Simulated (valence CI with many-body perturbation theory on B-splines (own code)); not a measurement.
# E1 transitions of Rb31+

Computed by valence CI with perturbative core correlation (CI+MBPT): four valence electrons over a frozen Dirac-Fock core [He], radial functions for each j: 11 s, 11 p, 10 d, 8 f, 5 g, 2 h, with the one-electron correlation potential Σ1, the two-electron term Σ2, the three-electron term Σ3, Breit, model QED; selected CI, second order for the rest, scaled by the run's own slope (own B-spline code, finite nucleus).

The last digits are not significant, and no measured levels were compared; by estimate large intervals hold to a few tenths of a per cent, small ones and those within an open d or f shell to about a per cent. Among the levels kept, up to 1100 cm⁻¹ of a level comes from second order outside the variational space, and about a tenth of that is noise between levels of different J, which matters for small intervals.

Lines 201 to 250 of 538 in falling wavelength, among levels below 20857 × 10³ cm⁻¹, chosen from the strongest by gf and those to the six lowest levels. Wavelengths and rates use the calculated energies. Electric multipoles are in the length gauge, E1 and E2 with the static RPA response of the core. Weak lines are less certain than strong ones. Lines between different terms over intervals too small for the method are left out, as are lines whose strength nearly cancels. The highest levels of a list are the least certain.

Levels are named by their leading jj configuration (3d3/2^4 stands for four electrons in 3d with j = 3/2), which in mixed levels can hold well under half, so a name can repeat and another be missing. Letters in brackets count levels of one name in rising energy.

```
λ vac (Å)                        Upper                        Lower   A (s⁻¹)  S (a.u.)
    60.41       (2s 2p1/2 2p3/2^2) J=0       (2s^2 2p1/2 2p3/2) J=1  7.48e+10  8.14e-03
    60.38             (2s 2p3/2^3) J=1           (2s^2 2p3/2^2) J=0  4.64e+10  1.51e-02
    60.22   (2s 2p3/2^2 3d5/2) J=3 [b]       (2s^2 2p3/2 3d5/2) J=4  3.32e+10  2.51e-02
    60.20   (2s 2p3/2^2 3d5/2) J=4 [b]       (2s^2 2p3/2 3d5/2) J=4  9.28e+10  9.00e-02
    60.15      (2s 2p3/2^2 3s) J=1 [a]          (2s^2 2p3/2 3s) J=2  1.01e+11  3.24e-02
    60.14   (2s 2p3/2^2 3p3/2) J=3 [b]       (2s^2 2p3/2 3p3/2) J=3  1.08e+11  8.14e-02
    60.10      (2s 2p3/2^2 3s) J=1 [b]          (2s^2 2p3/2 3s) J=1  1.49e+11  4.79e-02
    59.84   (2s 2p3/2^2 3d3/2) J=2 [c]       (2s^2 2p3/2 3d3/2) J=3  9.52e+10  5.03e-02
    59.77   (2s 2p3/2^2 3d5/2) J=3 [c]       (2s^2 2p3/2 3d3/2) J=3  2.80e+10  2.06e-02
    59.75   (2s 2p3/2^2 3p1/2) J=2 [b]       (2s^2 2p3/2 3p1/2) J=2  1.17e+11  6.15e-02
    59.72   (2s 2p3/2^2 3p1/2) J=1 [b]       (2s^2 2p3/2 3p1/2) J=2  6.92e+10  2.18e-02
    59.71    (2p1/2^2 2p3/2 3d3/2) J=3       (2s 2p1/2^2 3d3/2) J=2  2.69e+10  1.98e-02
    59.67   (2p1/2 2p3/2^2 3s) J=2 [b]  (2s 2p1/2 2p3/2 3s) J=2 [b]  3.47e+10  1.82e-02
    59.44   (2s 2p3/2^2 3p1/2) J=1 [a]       (2s^2 2p3/2 3p1/2) J=1  6.01e+10  1.87e-02
    59.34   (2s 2p3/2^2 3d3/2) J=2 [b]       (2s^2 2p3/2 3d3/2) J=2  3.67e+10  1.89e-02
    59.33      (2s 2p3/2^2 3s) J=2 [b]          (2s^2 2p3/2 3s) J=2  1.22e+11  6.29e-02
    59.25   (2s 2p1/2 2p3/2^2) J=2 [b]       (2s^2 2p1/2 2p3/2) J=2  1.14e+11  5.83e-02
    59.20   (2s 2p3/2^2 3p3/2) J=2 [b]       (2s^2 2p3/2 3p3/2) J=3  1.12e+11  5.73e-02
    59.11   (2s 2p3/2^2 3d5/2) J=3 [c]       (2s^2 2p3/2 3d5/2) J=4  8.97e+10  6.40e-02
    59.11    (2p1/2^2 2p3/2 3p1/2) J=2       (2s 2p1/2^2 3p1/2) J=1  3.68e+10  1.87e-02
    59.08   (2s 2p3/2^2 3d5/2) J=1 [b]       (2s^2 2p3/2 3d5/2) J=2  9.31e+10  2.84e-02
    58.81   (2s 2p3/2^2 3d5/2) J=2 [c]       (2s^2 2p3/2 3d5/2) J=3  1.23e+11  6.16e-02
    58.70       (2p1/2^2 2p3/2 3s) J=2          (2s 2p1/2^2 3s) J=1  4.16e+10  2.08e-02
    58.63   (2s 2p1/2 2p3/2^2) J=1 [a]       (2s^2 2p1/2 2p3/2) J=1  1.00e+11  2.99e-02
    58.04    (2p1/2 2p3/2^2 3p3/2) J=4   (2s 2p1/2 2p3/2 3p3/2) J=4  2.87e+10  2.50e-02
    57.77   (2s 2p3/2^2 3p3/2) J=1 [c]       (2s^2 2p3/2 3p3/2) J=2  7.44e+10  2.12e-02
    57.05       (2p1/2 2p3/2^2 3s) J=3      (2s 2p1/2 2p3/2 3s) J=3  3.00e+10  1.92e-02
    56.55   (2s 2p1/2 2p3/2^2) J=1 [b]       (2s^2 2p1/2 2p3/2) J=2  1.54e+11  4.11e-02
    53.95   (2s 2p1/2 2p3/2^2) J=1 [b]       (2s^2 2p1/2 2p3/2) J=1  3.13e+10  7.28e-03
    53.90             (2s 2p3/2^3) J=1           (2s^2 2p3/2^2) J=2  1.81e+11  4.20e-02
    50.93        (2p1/2^2 2p3/2^2) J=2       (2s 2p1/2^2 2p3/2) J=2  3.36e+10  1.10e-02
    47.68             (2s 2p3/2^3) J=2       (2s^2 2p1/2 2p3/2) J=2  1.23e+10  3.28e-03
    43.34   (2s 2p1/2 2p3/2^2) J=1 [b]           (2s^2 2p1/2^2) J=0  1.13e+10  1.36e-03
    40.73             (2s 2p3/2^3) J=1       (2s^2 2p1/2 2p3/2) J=1  1.50e+10  1.50e-03
    6.060   (2p1/2 2p3/2^2 3s) J=2 [b]          (2p1/2 2p3/2^3) J=2  9.99e+12  5.49e-03
    6.055   (2p1/2 2p3/2^2 3s) J=1 [a]          (2p1/2 2p3/2^3) J=1  7.69e+12  2.53e-03
    6.055       (2p1/2^2 2p3/2 3s) J=2        (2p1/2^2 2p3/2^2) J=2  3.35e+12  1.84e-03
    6.037      (2s 2p3/2^2 3s) J=2 [a]             (2s 2p3/2^3) J=2  7.76e+12  4.21e-03
    6.033       (2p1/2^2 2p3/2 3s) J=1        (2p1/2^2 2p3/2^2) J=2  7.00e+12  2.28e-03
    6.019      (2s 2p1/2 2p3/2 3s) J=3       (2s 2p1/2 2p3/2^2) J=3  2.31e+12  1.74e-03
    6.017          (2s^2 2p3/2 3s) J=1           (2s^2 2p3/2^2) J=0  3.74e+12  1.21e-03
    6.014      (2s 2p3/2^2 3s) J=1 [b]             (2s 2p3/2^3) J=1  8.57e+12  2.76e-03
    6.007  (2s 2p1/2 2p3/2 3s) J=2 [c]   (2s 2p1/2 2p3/2^2) J=2 [b]  3.74e+12  2.00e-03
    5.992  (2s 2p1/2 2p3/2 3s) J=1 [b]   (2s 2p1/2 2p3/2^2) J=1 [a]  6.19e+12  1.97e-03
    5.979  (2s 2p1/2 2p3/2 3s) J=1 [a]   (2s 2p1/2 2p3/2^2) J=2 [a]  9.19e+12  2.91e-03
    5.979  (2s 2p1/2 2p3/2 3s) J=2 [b]       (2s 2p1/2 2p3/2^2) J=3  7.05e+12  3.72e-03
    5.965          (2s^2 2p1/2 3s) J=1       (2s^2 2p1/2 2p3/2) J=2  7.15e+12  2.25e-03
    5.961          (2s 2p1/2^2 3s) J=1       (2s 2p1/2^2 2p3/2) J=2  7.35e+12  2.30e-03
    5.958          (2s^2 2p3/2 3s) J=2           (2s^2 2p3/2^2) J=2  3.95e+12  2.06e-03
    5.946          (2s^2 2p3/2 3s) J=1           (2s^2 2p3/2^2) J=2  9.04e+12  2.81e-03
```
